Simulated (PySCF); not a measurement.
Computed magnetic data of one metal complex (SC-NEVPT2 in the d shell, PySCF, with spin-orbit coupling):

| T / K | χT / cm³ K mol⁻¹ | μeff / μB |
| --- | --- | --- |
| 2 | 0.946 | 2.75 |
| 5 | 0.946 | 2.75 |
| 10 | 0.947 | 2.75 |
| 20 | 0.948 | 2.75 |
| 30 | 0.949 | 2.75 |
| 50 | 0.950 | 2.76 |
| 75 | 0.953 | 2.76 |
| 100 | 0.955 | 2.76 |
| 150 | 0.960 | 2.77 |
| 200 | 0.964 | 2.78 |
| 250 | 0.969 | 2.78 |
| 300 | 0.973 | 2.79 |

Powder magnetisation at 2 K: 0.42 μB at 0.5 T, 0.79 μB at 1 T, 1.34 μB at 2 T, 1.64 μB at 3 T, 1.87 μB at 5 T, 1.93 μB at 7 T.

Task: Which of these complexes, all computed at model or optimised geometries, gave the data?
A. [Ni(NH3)5]2+ (d8, square pyramidal)
B. [Ti(H2O)6]2+ (d2, octahedral)
C. [Ni(H2O)3]2+ (d8, trigonal planar)
D. [CrO4]4- (d2, tetrahedral)

Result: D. [CrO4]4- (d2, tetrahedral) has NEVPT2: 2S+1 = 3, 2.79 μB at 300 K, 2.75 μB at 10 K, 1.93 μB at 7 T. The others: [Ti(H2O)6]2+ (d2, octahedral) has NEVPT2: 2S+1 = 3, 2.98 μB at 300 K, 1.05 μB at 10 K, 0.39 μB at 7 T; [Ni(H2O)3]2+ (d8, trigonal planar) has NEVPT2: 2S+1 = 3, 5.27 μB at 300 K, 4.83 μB at 10 K, 2.41 μB at 7 T; [Ni(NH3)5]2+ (d8, square pyramidal) has NEVPT2: 2S+1 = 3, 3.28 μB at 300 K, 2.74 μB at 10 K, 1.14 μB at 7 T.

On [CrO4]4-: No frequencies were computed for the optimised geometry. An active orbital has only 0.74 squared overlap with the free ion's shell, so the metal shell alone is a small active space here.
